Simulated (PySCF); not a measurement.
Molecule: `FC1=CC=NN1C1CC1`, C6H7FN2.

Bonds (- single, = double, # triple, : aromatic): F1-C2, C2:C3, C3:C4, C4:N5, N5:N6, N6-C7, C7-C8, C8-C9, N6:C2, C9-C7. C3 carries H10; C4 carries H11; C7 carries H12; C8 carries H13, H14; C9 carries H15, H16. H13, H16 are cis to N6 on the ring; H14, H15 are trans to N6 on the ring.

Frames of a GFN2-xTB Langevin trajectory at 300 K; GIAO PBE0/pcSseg-1 shieldings in PySCF 2.14, gas phase, non-relativistic; equivalent atoms averaged within each frame.

References, each an isolated molecule treated in the same way: CFCl3 for ¹⁹F (σ = 170.95 ppm); ¹³C (σ = 186.93 ppm), ¹H (σ = 31.72 ppm) against TMS; ¹⁵N (σ = 267.73 ppm) vs NH3. The references are static minima.

How do the shifts (ppm) fluctuate along the trajectory?

## Answers


```
         time (fs)      F1     C2     C4     C3    C7  C8/C9     N5     N6   H11   H10
               250  -142.2  165.4  132.4   90.9  34.9   11.6  295.9  226.6  6.86  6.01
               425  -126.6  169.7  143.4   96.8  39.3   15.0  305.9  218.9  7.45  6.00
               625  -148.5  163.5  144.3   89.3  33.8   10.4  320.4  221.2  8.13  5.02
               800  -136.6  170.9  137.5   94.2  31.4   15.5  299.6  224.8  6.88  5.61
              1000  -133.6  174.4  133.9  102.1  23.7   15.2  295.7  209.8  7.56  7.10
    mean of frames  -137.5  168.8  138.3   94.6  32.6   13.5  303.5  220.3  7.38  5.95
standard deviation     8.3    4.4    5.4    5.1   5.8    2.4   10.3    6.6  0.53  0.76
```

5 frames give an uncertainty of the mean of about the standard deviation over 2.2 at best, since frames this close in time may not be independent; classical motion lacks zero-point vibration, and the reference would need the same averaging.
